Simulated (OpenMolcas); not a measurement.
## Mn2+: effect of the active space

```
Program             : OpenMolcas
Method              : CASSCF or its RAS form
Basis               : ANO-RCC-VTZP
Scalar Hamiltonian  : DKH2, point nucleus
Spin-orbit coupling : state interaction with AMFI integrals over the reference wave functions, term energies averaged over their components
```

A. 5 electrons in 5 orbitals (3d); 2S+1 = 6 even, 1 root; 2S+1 = 4 even, 24 roots; 2S+1 = 2 even, 75 roots; cost about 23 core-seconds
B. 5 electrons in 6 orbitals (3d 4s); 2S+1 = 6 even, 6 roots; 2S+1 = 4 even, 59 roots; 2S+1 = 2 even, 81 roots (67 in the spin-orbit step); cost of the order of 60 core-seconds
C. 11 electrons in 8 orbitals (RAS1 3p, at most 2 holes; RAS2 3d); 2S+1 = 6 even, 1 root; 2S+1 = 4 even, 24 roots; 2S+1 = 2 even, 58 roots; cost of the order of 50 core-seconds
D. 5 electrons in 9 orbitals (RAS2 3d 4s; RAS3 4p, at most 2 electrons); 2S+1 = 6 even, 6 roots; 2S+1 = 4 even, 64 roots kept (CI in the orbitals of an earlier block); 2S+1 = 2 even, 88 roots kept (CI in the orbitals of an earlier block); 2S+1 = 6 odd, 15 roots; 2S+1 = 4 odd, 10 roots kept (CI in the orbitals of an earlier block); 2S+1 = 2 odd, 9 roots kept (CI in the orbitals of an earlier block, 0 in the spin-orbit step); cost of the order of 2.1 core-minutes
E. 5 electrons in 10 orbitals (3d 4d); 2S+1 = 6 even, 1 root; 2S+1 = 4 even, 24 roots; 2S+1 = 2 even, 58 roots; cost roughly 90 core-seconds

Energies in cm-1 above 3d5 6S 5/2, the measured ground level; measured values from Corliss and Sugar, J. Phys. Chem. Ref. Data 6, 1253 (1977).

```json
{"Level": "3d5 6S 5/2", "A": "0.0", "B": "0.0", "C": "0.0", "D": "0.0", "E": "0.0", "Measured": "0.0"}
{"Level": "3d5 4G 5/2", "A": "32176", "B": "27337", "C": "32909", "D": "34186", "E": "30773", "Measured": ""}
{"Level": "3d5 4G 7/2", "A": "32189", "B": "27355", "C": "32927", "D": "34202", "E": "30798", "Measured": ""}
{"Level": "3d5 4G 11/2", "A": "32193", "B": "27359", "C": "32932", "D": "34206", "E": "30834", "Measured": ""}
{"Level": "3d5 4G 9/2", "A": "32197", "B": "27366", "C": "32937", "D": "34212", "E": "30821", "Measured": ""}
{"Level": "3d5 4P 5/2", "A": "37013", "B": "32332", "C": "33530", "D": "38885", "E": "35149", "Measured": "29168"}
{"Level": "3d5 4P 3/2", "A": "37051", "B": "32381", "C": "33557", "D": "38926", "E": "35174", "Measured": ""}
{"Level": "3d5 4P 1/2", "A": "37094", "B": "32430", "C": "33581", "D": "38972", "E": "35208", "Measured": ""}
{"Level": "3d5 4D 7/2", "A": "40009", "B": "35487", "C": "38881", "D": "42416", "E": "38310", "Measured": "32307"}
{"Level": "3d5 4D 1/2", "A": "40051", "B": "35539", "C": "38908", "D": "42466", "E": "38316", "Measured": "32369"}
{"Level": "3d5 4D 3/2", "A": "40084", "B": "35573", "C": "38923", "D": "42499", "E": "38353", "Measured": ""}
{"Level": "3d5 4D 5/2", "A": "40093", "B": "35580", "C": "38925", "D": "42505", "E": "38372", "Measured": "32384"}
{"Level": "3d5 2I 11/2", "A": "45765", "B": "36687", "C": "48194", "D": "48832", "E": "43901", "Measured": "39174"}
{"Level": "3d5 2I 13/2", "A": "45796", "B": "36720", "C": "48241", "D": "48871", "E": "43954", "Measured": "39176"}
{"Level": "3d5 2D 5/2(1) [69 %]", "A": "51525", "B": "42473", "C": "47919", "D": "54434", "E": "49311", "Measured": "41238"}
{"Level": "3d5 2D 3/2(1)", "A": "51910", "B": "42891", "C": "48265", "D": "54880", "E": "49709", "Measured": "41570"}
{"Level": "3d5 2F 7/2(1)", "A": "52874", "B": "43816", "C": "49550", "D": "55915", "E": "50555", "Measured": "42606"}
{"Level": "3d5 4F 9/2", "A": "53850", "B": "50107", "C": "51628", "D": "57012", "E": "51063", "Measured": ""}
{"Level": "3d5 4F 7/2", "A": "53877", "B": "49924", "C": "51638", "D": "57043", "E": "51054", "Measured": ""}
{"Level": "3d5 4F 3/2", "A": "53970", "B": "49937", "C": "51693", "D": "57154", "E": "51138", "Measured": "43675"}
{"Level": "3d5 2H 9/2", "A": "56114", "B": "47084", "C": "55145", "D": "59613", "E": "53534", "Measured": ""}
{"Level": "3d5 2H 11/2", "A": "56239", "B": "47219", "C": "55276", "D": "59754", "E": "53675", "Measured": "46671"}
{"Level": "3d5 2F 5/2(2)", "A": "62413", "B": "53506", "C": "60937", "D": "66495", "E": "60020", "Measured": ""}
{"Level": "3d5 2F 7/2(2)", "A": "62425", "B": "53525", "C": "60950", "D": "66519", "E": "60044", "Measured": "51060"}
```

Deviations, from unrounded energies. A percentage is the sum of absolute deviations over the sum of measured energies, with the sign that they share, or ± where signs differ.

| Against measurement | Levels | A | B | C | D | E |
| --- | --- | --- | --- | --- | --- | --- |
| mean absolute deviation (cm-1) | 12 | 8900 | 2600 | 7400 | 12000 | 6800 |
| other terms of the ground configuration (%) | 12 | +22.5 | ±6.5 | +18.9 | +30.0 | +17.2 |

B lies closest to measurement on these levels and D furthest from it. The largest miss of B in the table is 3d5 4F 3/2, by +6300 cm-1. The ranking rests on the paired levels alone, and a cruder setting can come out closer through cancelling errors.

The spin-orbit steps hold different terms of 3d5 (B lacks a 2D, 2P; C lacks a 2D, a 2G, 2P; D lacks a 2D, a 2G, 2P; E lacks a 2D, a 2G, 2P), which shifts levels as well.

Among A to E the level of the table that moves most is 3d5 2F 7/2(2), by 13000 cm-1 (lowest in B, highest in D).

Without dynamic correlation excited terms often stand tens of per cent too high (terms of higher spin than the ground term too low), and those without a measured partner can miss by more than the paired ones. Some high roots are left out of the spin-orbit mixing, which shifts the levels that they would mix with (holds for B; D). Active for correlation alone: 3p; no level in the range computed is led by a configuration that opens it, so any true level of that kind is missing (holds for C). Terms from blocks run as CI alone lack orbitals of their own (holds for D). Some levels mix across a computed gap that differs much from the measured one, so their mixing is not that of the real levels (holds for E). Active for correlation alone: 4d; no level in the range computed is led by a configuration that fills it, so any true level of that kind is missing (holds for E). Measured partners are found by configuration, term and J. A level has none where our copy of the source lacks it or the pairing is in doubt (some pairs that miss far off the trend of their configuration count as doubtful), and it then counts in no deviation. Levels of configurations outside the active space are missing. The table leaves out levels that lie high or whose names do not pair safely across all columns.

A share in square brackets marks a mixed level and gives the weight of the term that names it, the lowest over the columns. A number in round brackets counts repeated terms of one configuration in the order of the reference energies.
